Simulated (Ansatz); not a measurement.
```yaml
crystal:
  periodic: [false, false, false]
  atoms:
    - {symbol: B, position_ang: [-0.588148, 1.730215, 0.766055]}
    - {symbol: Si, position_ang: [0.423319, -0.081773, 0.387308]}
    - {symbol: C, position_ang: [0.023822, -0.707169, -1.308763]}
    - {symbol: O, position_ang: [0.150776, -1.272205, 1.477976]}
    - {symbol: H, position_ang: [-0.965985, 1.812588, 1.773102]}
    - {symbol: H, position_ang: [-0.406350, 2.653554, 0.034220]}
    - {symbol: H, position_ang: [1.909786, 0.152831, 0.324961]}
    - {symbol: H, position_ang: [0.035309, 0.151604, -2.146579]}
    - {symbol: H, position_ang: [-1.198910, -0.795839, -1.406620]}
    - {symbol: H, position_ang: [0.517202, -1.696699, -1.559439]}
    - {symbol: H, position_ang: [0.587660, -2.149254, 1.417609]}
basis:
  gaussian: {orbitals: STO-3G}
total_charge: 3
magnetization: {spin_polarized: true, initial_magnetization: 1}
hamiltonian: {xc: {name: LC-wPBE}}
```

```sh
$ ansatz run in.yaml --threads 2 --pin off --events-out ev --progress --plain --max-ram 4352MiB
```

Output, abridged:

```
Functional definition: LC-wPBE
393 factors; integrals over basis functions are off by at most 9.5e-5 eV
192 factors; integrals over basis functions are off by at most 5.9e-6 eV
mean field evaluation 1: about -11533.7747 eV, gradient 4.1e1 eV
mean field evaluation 2: about -11370.2218 eV, gradient 1.2e2 eV
mean field evaluation 4: about -11550.1207 eV, gradient 3.5e1 eV
mean field evaluation 8: about -11557.9955 eV, gradient 1.3e0 eV
mean field evaluation 16: about -11558.5858 eV, gradient 8.9e-1 eV
mean field evaluation 32: about -11558.5087 eV, gradient 7.9e-1 eV
mean field evaluation 64: about -11558.1572 eV, gradient 1.1e0 eV
mean field evaluation 96: about -11558.5366 eV, gradient 2.5e-5 eV
mean field -11558.60221958 eV, -424.7707968675 hartree, gradient 1.1e-5 eV, S^2 1.715014; 8 other end points of the search recorded, 0 dependent functions left out
reference -11558.60221958 eV, -424.7707968677 hartree; 19, 18 occupied and 12, 13 virtual orbitals, 393 factors
Total energy: -11558.60221958 eV, -424.7707968677 hartree
```

Question: Something in this input is off. What?

Answer: The charge is far from anything that the molecule holds. The run converged. The result belongs to that input, not to the molecule as meant.
